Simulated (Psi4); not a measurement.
C5H7O, doublet (typed; the unrestricted solution is spin-contaminated), at a GFN2-xTB geometry. Base run: CCSD(T)/STO-3G run with Psi4 1.11.

Input for Psi4:
```
memory 2 GB

molecule {
0 2
  O    -1.82573338   -0.64971205    0.89879988
  C    -0.77375909   -0.31313800    0.37082882
  C     0.47307306   -0.99544363    0.42351030
  C     1.51669687   -0.29946568   -0.34396356
  C     0.93352357    1.09690470   -0.61562325
  C    -0.58130129    0.92105097   -0.50503971
  H     0.62167536   -1.93475276    0.92596102
  H     2.47468566   -0.27317861    0.18213016
  H     1.70193143   -0.83356765   -1.28581745
  H     1.28222283    1.78856572    0.15238514
  H     1.23813668    1.48806895   -1.58492652
  H    -1.03318178    0.71800635   -1.47861491
  H    -1.08900190    1.78510426   -0.07979190
}

set basis sto-3g
set reference uhf

energy('ccsd(t)')
print_variables()
```

Each row names what was changed in the base input (with any setting that the change needs).

| change | ΔE vs base (mEh) | MP2 correlation (Eh) | basis functions | core-seconds (rough) | outcome |
|---|---|---|---|---|---|
| base | 0.000 | -0.26181 | 37 | 20 | converged |
| freeze_core = on | 2.210 | -0.25939 | 37 | 10 | converged |
| puream = on | 0.000 | -0.26181 | 37 | 20 | converged |
| cc_type = df | - | - | - | - | input refused |
| method = cisd | - | - | - | - | input refused |
| method = ccsd | [?] | -0.26181 | 37 | 20 | converged |
| method = mp3 | [?] | -0.26176 | 37 | 5 | converged |
| method = omp2 | 80.350 | -0.26176 | 37 | 10 | converged |
| method = mp2.5 | 71.787 | -0.26176 | 37 | 4 | converged |
| method = scs-mp2 | 81.835 | -0.26181 | 37 | 4 | converged |

Task: Fill in the missing entries.

Result: 
- method = ccsd, ΔE vs base (mEh): 4.576
- method = mp3, ΔE vs base (mEh): 45.291

Open shells are given as the SCF converged; they aren't shown to be the lowest states, and a large step between rows can be another state.

- cc_type = df: ended with `psi4.driver.p4util.exceptions.MissingMethodError: Method=ccsd(t) is not available for any derivative level under conditions CC_TYPE=DF, REFERENCE=UHF, FREEZE_CORE=FALSE, QC_MODULE=(auto). See https://psicode.org/psi4manual/master/introduction.html#ss-ccsd-prt-`
- method = cisd: ended with `psi4.driver.p4util.exceptions.MissingMethodError: Method=cisd is not available for any derivative level under conditions CI_TYPE=CONV, REFERENCE=UHF, FREEZE_CORE=FALSE, QC_MODULE=(auto). See https://psicode.org/psi4manual/master/introduction.html#ss-cisd. Or d`
